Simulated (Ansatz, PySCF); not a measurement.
This Ansatz (a quantum-chemistry and plane-wave program) input computes a PBE/def2-TZVPD energy:

Ansatz 0.2 input:
```yaml
crystal:
  periodic: [false, false, false]
  atoms:
    - {symbol: O, position_ang: [-1.99684832, -0.00439841, -0.34987957]}
    - {symbol: B, position_ang: [-0.81469902, -0.08471127, 0.02504356]}
    - {symbol: B, position_ang: [0.81469902, 0.08471127, -0.02504356]}
    - {symbol: O, position_ang: [1.99684832, 0.00439841, 0.34987957]}
basis:
  gaussian:
    orbitals: def2-TZVPD
hamiltonian:
  xc: {name: PBE}
total_charge: -1
magnetization: {spin_polarized: true, initial_magnetization: 1}
output: {forces: true}
```

### Question
Write an input for the same energy in PySCF and say what it gives.

### Answer

```python
from pyscf import gto, scf, dft

mol = gto.M(
    atom='''
    O    -1.99684832   -0.00439841   -0.34987957
    B    -0.81469902   -0.08471127    0.02504356
    B     0.81469902    0.08471127   -0.02504356
    O     1.99684832    0.00439841    0.34987957
    ''',
    basis='def2-tzvpd',
    charge=-1,
    spin=1,
    verbose=4,
)

mf = dft.UKS(mol, xc='pbe').density_fit(auxbasis='def2-universal-jkfit')
mf.grids.level = 3
mf.conv_tol = 1e-9
mf.max_cycle = 100
mf.max_memory = 1500
mf.kernel()
if not mf.converged:
    mf = mf.newton()
    mf.kernel(mf.make_rdm1())
for _ in range(2):
    mo, _, stable, _ = mf.stability(return_status=True)
    if stable:
        break
    mf.kernel(mf.make_rdm1(mo, mf.mo_occ))
mf.analyze()
```
It gives -200.10734 Eh, and Ansatz -200.10731 Eh, a difference of 0.03 mEh, from the treatment of integrals and grids.
